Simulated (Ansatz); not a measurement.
The cluster AsP3 (the lowest singlet isomer of a short search). The state is a singlet with charge 0. Geometry r2SCAN-D4/def2-SVP, basis def2-TZVP, Ansatz.

Cartesian coordinates in Å:
```
P 0.013 0.031 -1.368
P -1.255 0.344 0.423
P 0.877 0.946 0.456
As 0.365 -1.321 0.490
```

```tsv
run	HOMO (eV)	LUMO (eV)
A	-8.47	0.08
B	-6.41	-1.75
C	-6.63	-1.54
D	-8.13	-0.05
E	-7.39	-0.99
F	-6.68	-1.66
```

The structure comes from a short search, and lower isomers may exist.

**Question.** The runs used B97M-V, BHLYP, CAM-B3LYP, PBE, PBE0, r2SCAN. Estimate which is which.

**Answer.** A CAM-B3LYP (range-separated); B PBE (0 % exact exchange); C B97M-V (0 % exact exchange); D BHLYP (50 % exact exchange); E PBE0 (25 % exact exchange); F r2SCAN (0 % exact exchange). Exact exchange lowers occupied and raises empty levels; among semilocal functionals meta-GGAs tend to open the gap a little, and such runs are hard to tell apart. The gap grows from 4.66 eV (PBE) to 8.55 eV (CAM-B3LYP).
